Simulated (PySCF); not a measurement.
## A survey of 19F NMR shifts

Computed data (PySCF): structure optimised with GFN2-xTB, GIAO PBE0/pcSseg-1 shieldings. No solvent model, non-relativistic, single conformer, averaged over atoms made equivalent by symmetry, fast rotation or ring inversion.

Shieldings were converted by a linear fit to measured shifts: 19F: δ = 146.13 − 0.903σ +14.6 on sp3 carbon (rms 6.0 ppm, 223 shifts, 7.0 ppm with the 5 outliers that the fit left out vs CFCl3, solution or neat liquid). Occasional misses reach two or three times the rms, and more in compound classes unlike the fitted ones.

Question: Give the 19F shifts of `FC(F)=C(F)F`, `CO[C@H](CF)OCF`, `CO[C@H](CF)OCF`, `COC[C@H](F)OCF`, `COC(F)(CF)OC`, `CO[C@@H](F)[C@@H](F)OC`, `FC1=C[C@@H]2C(C(F)F)=C[C@H]12`.

Answer: 
```
                                                             compound                     environment  δ (ppm)
                                                          FC(F)=C(F)F           vinylic fluorine (×4)   -133.4
                   [CH3:1][O:2][C@H:3]([CH2:4][F:5])[O:6][CH2:7][F:8]   F8: fluorine on an sp3 carbon   -164.6
                   [CH3:1][O:2][C@H:3]([CH2:4][F:5])[O:6][CH2:7][F:8]   F5: fluorine on an sp3 carbon   -222.4
                   [CH3:1][O:2][C@H:3]([CH2:4][F:5])[O:6][CH2:7][F:8]   F8: fluorine on an sp3 carbon   -164.6
                   [CH3:1][O:2][C@H:3]([CH2:4][F:5])[O:6][CH2:7][F:8]   F5: fluorine on an sp3 carbon   -222.4
                   [CH3:1][O:2][CH2:3][C@H:4]([F:5])[O:6][CH2:7][F:8]   F5: fluorine on an sp3 carbon   -136.4
                   [CH3:1][O:2][CH2:3][C@H:4]([F:5])[O:6][CH2:7][F:8]   F8: fluorine on an sp3 carbon   -164.6
                   [CH3:1][O:2][C:3]([F:4])([CH2:5][F:6])[O:7][CH3:8]   F4: fluorine on an sp3 carbon   -110.5
                   [CH3:1][O:2][C:3]([F:4])([CH2:5][F:6])[O:7][CH3:8]   F6: fluorine on an sp3 carbon   -224.8
                                               CO[C@@H](F)[C@@H](F)OC  fluorine on an sp3 carbon (×2)   -145.5
[F:1][C:2]1=[CH:3][C@@H:4]2[C:5]([CH:6]([F:7])[F:8])=[CH:9][C@H:10]12            F1: vinylic fluorine    -85.1
[F:1][C:2]1=[CH:3][C@@H:4]2[C:5]([CH:6]([F:7])[F:8])=[CH:9][C@H:10]12     F7: fluorine of a CF2 group   -115.3
[F:1][C:2]1=[CH:3][C@@H:4]2[C:5]([CH:6]([F:7])[F:8])=[CH:9][C@H:10]12     F8: fluorine of a CF2 group   -123.2
```
